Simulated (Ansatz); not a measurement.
Mulliken charges of `[F][Hf]([F])([F])[SeH]` from B3LYP/def2-TZVPP in Ansatz (PBE0-D4/def2-TZVP geometry).

```tsv
atom	x (Å)	y (Å)	z (Å)	charge (e)
F1	-1.912	0.047	0.735	-0.334
Hf2	-0.105	-0.420	0.412	1.163
F3	0.788	-0.845	2.022	-0.327
F4	-0.102	-1.891	-0.780	-0.334
Se5	1.150	1.572	-0.639	-0.230
H6	0.182	1.538	-1.750	0.061
```

Question: By hand: the dipole of these point charges (1 e Å = 4.8032 D).

Answer: Σ q r = (0.039, 0.136, -0.127) e Å, of length 0.190 e Å = 0.91 D.

Question: How does the dipole of the full density compare? (An estimate is asked.)

Answer: Ansatz gave: (-0.019, 0.045, -0.079) e Å, 0.45 D; the point charges give 2.02 times that, at 29° from its direction.

Point charges leave out the atoms' own dipoles, such as those of lone pairs, and Mulliken's split depends on the basis, so the two needn't agree.

B3LYP here is the variant with VWN-RPA as its local correlation; programs differ in this.
